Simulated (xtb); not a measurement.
F$_{3}$OTa, charge -1, doublet, from a rough starting geometry (GFN-xTB shapes and energies of metal compounds can be far from the true ones) (the multiplicity is a formal guess); GFN2-xTB (xtb).

xtb was given this input:
```
$ xtb mol.xyz --gfn 2 --chrg -1 --uhf 1 --opt vtight --json

# file mol.xyz
5

Ta     0.03850185     0.03857725    -0.02437561
O      1.05848309     0.58411100    -1.17265040
F      1.00194068    -0.95765414     1.26179769
F     -1.31269613    -1.03398766    -0.73837792
F     -0.78597421     1.38892617     0.78102533
```

The log (banner, timings and long lists left out):

```
   ID    Z sym.   atoms
    1   73 Ta     1
    2    8 O      2
    3    9 F      3-5

           -------------------------------------------------
          |                Calculation Setup                |
           -------------------------------------------------

           -------------------------------------------------
          |                 G F N 2 - x T B                 |
           -------------------------------------------------

          ...................................................
          :                      SETUP                      :
          :.................................................:
          :  # basis functions                  26          :
          :  # atomic orbitals                  25          :
          :  # shells                           11          :
          :  # electrons                        33          :
          :  max. iterations                   250          :
          :  Hamiltonian                  GFN2-xTB          :
          :  restarted?                      false          :
          :  GBSA solvation                  false          :
          :  PC potential                    false          :
          :  electronic temp.          300.0000000     K    :
          :  accuracy                    1.0000000          :
          :  -> integral cutoff          0.2500000E+02      :
          :  -> integral neglect         0.1000000E-07      :
          :  -> SCF convergence          0.1000000E-05 Eh   :
          :  -> wf. convergence          0.1000000E-03 e    :
          :  Broyden damping             0.4000000          :
          :  net charge                         -1          :
          :  unpaired electrons                  1          :
          ...................................................

 iter      E             dE          RMSdq      gap      omega  full diag
   1    -20.4732781 -0.204733E+02  0.103E+01    0.18       0.0  T
   2    -20.6108168 -0.137539E+00  0.573E+00    0.08       1.0  T
   3    -20.6255007 -0.146839E-01  0.423E+00    0.08       1.0  T
   4    -20.6276132 -0.211245E-02  0.208E+00    0.07       1.0  T
   5    -20.6277267 -0.113504E-03  0.544E-01    0.07       1.0  T
   6    -20.6277443 -0.175811E-04  0.174E-01    0.07       1.0  T
   7    -20.6277470 -0.272188E-05  0.829E-02    0.07       1.0  T
   8    -20.6277469  0.382859E-07  0.257E-02    0.07       1.7  T
   9    -20.6277471 -0.124599E-06  0.595E-03    0.07       7.5  T
  10    -20.6277471  0.417715E-08  0.465E-03    0.07       9.6  T
  11    -20.6277471 -0.716809E-08  0.614E-04    0.07      72.8  T
  12    -20.6277471 -0.120316E-09  0.191E-04    0.07     233.8  T

   *** convergence criteria satisfied after 12 iterations ***

         :::::::::::::::::::::::::::::::::::::::::::::::::::::
         ::                     SUMMARY                     ::
         :::::::::::::::::::::::::::::::::::::::::::::::::::::
         :: total energy             -20.574966605026 Eh    ::
         :: gradient norm              0.134398991752 Eh/a0 ::
         :: HOMO-LUMO gap              0.072373046044 eV    ::
         ::.................................................::
         :: SCC energy               -20.627746590688 Eh    ::
         :: -> isotropic ES            0.224955426437 Eh    ::
         :: -> anisotropic ES         -0.002147262373 Eh    ::
         :: -> anisotropic XC         -0.003027425239 Eh    ::
         :: -> dispersion             -0.002667604787 Eh    ::
         :: repulsion energy           0.052779985662 Eh    ::
         :: add. restraining           0.000000000000 Eh    ::
         :: total charge              -1.000000000000 e     ::
         :::::::::::::::::::::::::::::::::::::::::::::::::::::

      -----------------------------------------------------------
     |                   =====================                   |
     |                        A N C O P T                        |
[...]
 * total energy  :   -20.6574879 Eh     change       -0.7843525E-04 Eh
 * total energy  :   -20.6575798 Eh     change       -0.9193626E-04 Eh
 * total energy  :   -20.6576256 Eh     change       -0.4573284E-04 Eh
 * total energy  :   -20.6576594 Eh     change       -0.3382724E-04 Eh
 * total energy  :   -20.6576797 Eh     change       -0.2034546E-04 Eh
 * total energy  :   -20.6576926 Eh     change       -0.1285440E-04 Eh
 * total energy  :   -20.6576971 Eh     change       -0.4552143E-05 Eh
 * total energy  :   -20.6576993 Eh     change       -0.2131244E-05 Eh
 * total energy  :   -20.6577002 Eh     change       -0.8811397E-06 Eh
 * total energy  :   -20.6577012 Eh     change       -0.1009165E-05 Eh
 * total energy  :   -20.6577014 Eh     change       -0.2172942E-06 Eh
 * total energy  :   -20.6577014 Eh     change       -0.3976036E-07 Eh
   *** GEOMETRY OPTIMIZATION CONVERGED AFTER 27 ITERATIONS ***
         :: total energy             -20.657701417103 Eh    ::
[...]
      -------------------------------------------------------------
         1        2.0000           -0.6412010             -17.4480
       ...           ...                  ...                  ...
         5        2.0000           -0.3353987              -9.1267
         6        2.0000           -0.3134185              -8.5286
         7        2.0000           -0.3069261              -8.3519
         8        2.0000           -0.3062049              -8.3323
         9        2.0000           -0.3042927              -8.2802
        10        2.0000           -0.3019562              -8.2166
        11        2.0000           -0.2798080              -7.6140
        12        2.0000           -0.2743971              -7.4667
        13        2.0000           -0.2705580              -7.3623
        14        2.0000           -0.2471192              -6.7245
        15        2.0000           -0.2404375              -6.5426
        16        2.0000           -0.2382851              -6.4841
        17        1.0000           -0.1708502              -4.6491 (HOMO)
        18                         -0.1031294              -2.8063 (LUMO)
        19                         -0.0510615              -1.3895
        20                         -0.0206587              -0.5622
        21                          0.1130958               3.0775
        22                          0.2389054               6.5009
        23                          0.4214460              11.4681
        24                          0.8297342              22.5782
        25                          0.8536512              23.2290
      -------------------------------------------------------------
                  HL-Gap            0.0677208 Eh            1.8428 eV
             Fermi-level           -0.1707787 Eh           -4.6471 eV

     #   Z          covCN         q      C6AA      α(0)
     1  73 Ta       2.689     1.112   269.807    35.874
     2   8 O        0.722    -0.644    27.314     7.003
     3   9 F        0.658    -0.472    14.485     4.492
     4   9 F        0.651    -0.525    15.228     4.606
     5   9 F        0.658    -0.472    14.486     4.492

 Mol. C6AA /au·bohr⁶  :       1046.844423
 Mol. C8AA /au·bohr⁸  :      81326.377998
 Mol. α(0) /au        :         56.467176

Wiberg/Mayer (AO) data.
largest (>0.10) Wiberg bond orders for each atom

 ---------------------------------------------------------------------------
     #   Z sym  total        # sym  WBO       # sym  WBO       # sym  WBO
 ---------------------------------------------------------------------------
     1  73 Ta   4.397 --     2 O    1.997     3 F    0.831     5 F    0.831
                             4 F    0.737
     2   8 O    2.155 --     1 Ta   1.997
     3   9 F    0.937 --     1 Ta   0.831
     4   9 F    0.849 --     1 Ta   0.737
     5   9 F    0.937 --     1 Ta   0.831
 ---------------------------------------------------------------------------

Topologies differ in total number of bonds
Writing topology from bond orders to xtbtopo.mol

molecular dipole:
                 x           y           z       tot (Debye)
 q only:        0.166       0.163       0.217
   full:       -0.425      -0.199       0.618       1.971
molecular quadrupole (traceless):
                xx          xy          yy          xz          yz          zz
 q only:       -5.600      -0.876      -3.632       2.498       4.275       9.232
  q+dip:       -6.169      -1.159      -3.904       2.726       4.624      10.073
   full:       -6.112      -2.149      -3.271       2.837       4.311       9.383

optimized geometry written to: xtbopt.xyz

           -------------------------------------------------
          | TOTAL ENERGY              -20.657701417103 Eh   |
          | GRADIENT NORM               0.000047955207 Eh/α |
          | HOMO-LUMO GAP               1.842776725701 eV   |
           -------------------------------------------------

normal termination of xtb
```
